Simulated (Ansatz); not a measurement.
`C[O][Ti]([F])([F])[F]`, 9 atoms. Charge 0, multiplicity 1. Correlated methods include outer-core shells of Ti, which these sets cover unevenly. Scalar relativity is left out up to krypton. All runs use 4 threads of an Arm Neoverse V1 on a shared host. Correlated methods freeze the cores.

(1) How many basis functions does each run have, and how long does it take in Ansatz? RKS PBE0-D4/def2-SVP energy; RKS PBE-D4/def2-TZVPP energy and forces; RKS PBE0-D4/def2-TZVP frequencies; RKS PBE0-D4/def2-QZVPP energy; RKS PBE-QIDH (frozen core)/def2-TZVPP energy; RKS ωB97M-V/def2-QZVPP energy; RHF-MP2/def2-QZVPP energy; RKS PBE0-D4/def2-TZVP relaxation (5 steps); RHF-CCSD(T)/def2-TZVPP energy; RKS r2SCAN-D4/def2-TZVPP energy and forces; direct RPA on PBE orbitals/def2-TZVPP energy; RKS LC-ωPBE/def2-TZVPP energy. (Estimate.)

## Answers

(1) Computed: Other jobs shared the machine, so times are rough.

| level | job | functions | wall time | peak host memory (GiB) |
| --- | --- | --- | --- | --- |
| RKS PBE0-D4/def2-SVP | energy | 116 | 1.6 s | 0.46 |
| RKS PBE-D4/def2-TZVPP | energy and forces | 261 | 3.3 s | 0.35 |
| RKS LC-ωPBE/def2-TZVPP | energy | 261 | 3.6 s | 0.5 |
| RKS r2SCAN-D4/def2-TZVPP | energy and forces | 261 | 7 s | 0.39 |
| RKS PBE-QIDH (frozen core)/def2-TZVPP | energy | 261 | 8.5 s | 0.75 |
| direct RPA on PBE orbitals/def2-TZVPP | energy | 261 | 9.5 s | 0.72 |
| RKS PBE0-D4/def2-QZVPP | energy | 468 | 10 s | 1.7 |
| RKS ωB97M-V/def2-QZVPP | energy | 468 | 24 s | 2.1 |
| RHF-MP2/def2-QZVPP | energy | 468 | 26 s | 2.7 |
| RKS PBE0-D4/def2-TZVP | relaxation (5 steps) | 218 | 26 s | 0.63 |
| RKS PBE0-D4/def2-TZVP | frequencies | 218 | 2.9 min | 0.64 |
| RHF-CCSD(T)/def2-TZVPP | energy | 261 | 9.3 min | 7.4 |

LC-ωPBE has ω = 0.4 bohr⁻¹.
